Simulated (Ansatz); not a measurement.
ClH₃NNbOS (`[NH2][Nb]([OH])(=[S])[Cl]`). Charge 0, multiplicity 1. Nb takes the def2 core potential.

```
atom   x (Å)   y (Å)   z (Å)
  N1   0.187  -0.652  -1.325
 Nb2  -0.166   0.461   0.230
  O3  -0.152  -0.610   1.773
  S4   1.385   1.930   0.266
 Cl5  -2.231   1.459   0.022
  H6  -0.294  -1.527  -1.489
  H7   0.879  -0.481  -2.039
  H8   0.392  -0.581   2.562
```

(1) What are the harmonic wavenumbers in cm⁻¹ at PBE0-D4/def2-TZVP (Ansatz, finite differences of forces, unscaled)? (An estimate is asked.)

(2) Is this a minimum?

(3) Give the ideal-gas thermochemistry at 298.15 K and 1 bar (rigid rotor, harmonic oscillator; point group C1, symmetry number 1).

(4) Rotational constants (cm⁻¹)?

Results:

(1) Computed: 131, 144, 178, 180, 200, 336, 355, 415, 491, 512, 553, 619, 711, 739, 1531, 3558, 3668, 3911.

(2) Yes, all 18 modes are real.

(3) Zero-point energy 109.1 kJ/mol; H(298) − E = 132.4 kJ/mol; entropy 371.9 J/(mol·K), of which translation 174.5, rotation 119.5, vibration 77.9; G(298) − E = 21.5 kJ/mol.

(4) 0.07601, 0.05319, 0.04606.
